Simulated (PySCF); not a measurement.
This PySCF input asks for the NMR shieldings of `InChI=1S/C2H13NOSi4/c1-5-8(7-3)6-2-4/h2,8H,3,5-7H2,1H3/t8-/m0/s1`; the geometry comes from GFN2-xTB.

```python
import basis_set_exchange as bse
import numpy as np
from pyscf import gto, dft
from pyscf.prop import nmr

atoms = """
C    -0.775855   -2.796173    0.027468
Si   -0.388017   -1.700123    1.525166
Si   -0.367292    0.544566    0.890940
Si   -1.509372    0.993966   -1.091772
N    -1.025456    2.595316   -1.529606
Si    1.796423    1.391977    0.787380
C     2.546333    0.106733   -0.418661
O     1.892965   -0.842681   -0.785927
H    -0.781318   -3.850460    0.288344
H    -0.028541   -2.651881   -0.745741
H    -1.745956   -2.556438   -0.399952
H    -1.398851   -1.984286    2.558191
H     0.889950   -2.131946    2.110235
H    -1.015559    1.330170    1.980588
H    -2.974727    0.831018   -0.972900
H    -1.109996    0.198421   -2.253257
H    -1.115630    3.330617   -0.847231
H    -1.288519    2.951265   -2.434922
H     2.106947    2.686049    0.162189
H     2.701520    1.352417    1.948027
H     3.582027    0.218416   -0.799032
"""
names = dict.fromkeys(["C", "Si", "N", "O", "H"], "pcSseg-1")
basis = {el: gto.basis.parse(bse.get_basis(n, elements=[el], fmt="nwchem")) for el, n in names.items()}
mol = gto.M(atom=atoms, basis=basis, charge=0, verbose=0)
mf = dft.RKS(mol, xc="PBE0")
mf.grids.level = 2
mf.grids.alignment = dft.numint.BLKSIZE   # the property module wants whole blocks of grid points
mf.conv_tol = 1e-9
mf.kernel()

calc = nmr.RKS(mf)   # GIAO
C = mf.mo_coeff
Co = C[:, mf.mo_occ > 0]
resp = mf.gen_response(singlet=True, hermi=2)
def vind(x):   # induced exchange potential for any number of trial vectors
    d = np.einsum("pi,xij,qj->xpq", C, 2 * x.reshape(-1, C.shape[1], Co.shape[1]), Co, optimize=True)
    return np.einsum("xpq,pi,qj->xij", resp(d - d.transpose(0, 2, 1)), C, Co, optimize=True).ravel()
mo1, _ = nmr.rhf.solve_mo1(calc, with_cphf=vind)
sigma = calc.kernel(mo1)
for i, s in enumerate(sigma):   # ppm
    w = np.linalg.eigvalsh((s + s.T) / 2)
    print("%2d %-2s iso %8.1f  s11 %8.1f  s22 %8.1f  s33 %8.1f" % (i, mol.atom_pure_symbol(i), w.mean(), *w))
```

Problem. Give the expected output.

Solution. 
```
 0 C  iso    194.0  s11    189.4  s22    193.3  s33    199.1
 1 Si iso    422.5  s11    396.3  s22    409.0  s33    462.1
 2 Si iso    490.6  s11    465.3  s22    484.4  s33    522.1
 3 Si iso    395.4  s11    348.5  s22    374.3  s33    463.6
 4 N  iso    263.3  s11    226.0  s22    258.8  s33    305.0
 5 Si iso    409.4  s11    343.8  s22    395.1  s33    489.3
 6 C  iso    -68.2  s11   -217.0  s22    -88.1  s33    100.5
 7 O  iso   -582.8  s11  -1596.6  s22   -531.8  s33    379.9
 8 H  iso     31.3  s11     26.0  s22     27.8  s33     40.0
 9 H  iso     30.1  s11     25.1  s22     28.2  s33     37.0
10 H  iso     31.7  s11     26.8  s22     30.4  s33     38.0
11 H  iso     27.6  s11     23.7  s22     25.7  s33     33.4
12 H  iso     27.9  s11     24.1  s22     26.5  s33     33.2
13 H  iso     28.6  s11     25.2  s22     26.0  s33     34.6
14 H  iso     26.3  s11     21.8  s22     25.6  s33     31.7
15 H  iso     26.8  s11     23.3  s22     26.5  s33     30.6
16 H  iso     32.2  s11     24.6  s22     29.9  s33     42.2
17 H  iso     31.7  s11     23.2  s22     27.0  s33     44.8
18 H  iso     27.0  s11     23.2  s22     26.1  s33     31.7
19 H  iso     27.2  s11     24.1  s22     25.3  s33     32.2
20 H  iso     19.2  s11     13.6  s22     19.8  s33     24.1
```

These numbers come from an equivalent density-fitted implementation of the same equations, which agrees with the script to about 0.01 ppm for H and up to a few tenths of a ppm for heavy atoms, so last digits may differ.

Problem. Turn these shieldings into chemical shifts. References, each an isolated molecule treated in the same way: 13C (σ = 186.93 ppm) and 29Si (σ = 349.16 ppm) and 1H (σ = 31.72 ppm) vs TMS; 15N (σ = 267.73 ppm) vs NH3; 17O (σ = 336.08 ppm) vs H2O.

Solution. Averaging equivalent atoms: C 6: 255.1; C 0: -7.0; Si 3: -46.3; Si 5: -60.3; Si 1: -73.3; Si 2: -141.4; N 4: 4.4; O 7: 918.9; H 20: 12.55; H 14: 5.38; H 15: 4.91; H 18: 4.71; H 19: 4.50; H 11: 4.12; H 12: 3.79; H 13: 3.12; H 8/9/10: 0.69; H 16/17: -0.23 ppm. Unscaled 17O shifts of doubly bonded oxygen tend to come out too high, by tens of ppm or more. Experimental scales use liquid or dissolved standards, which lie at an offset from isolated NH3 (liquid NH3: subtract about 20 ppm) and H2O (liquid H2O: subtract about 36 ppm).

Size and cost of the density-fitted run: 229 basis functions, 52 s wall time on 1 thread of an Arm Neoverse V2, shared host; peak memory 1.1 GiB.
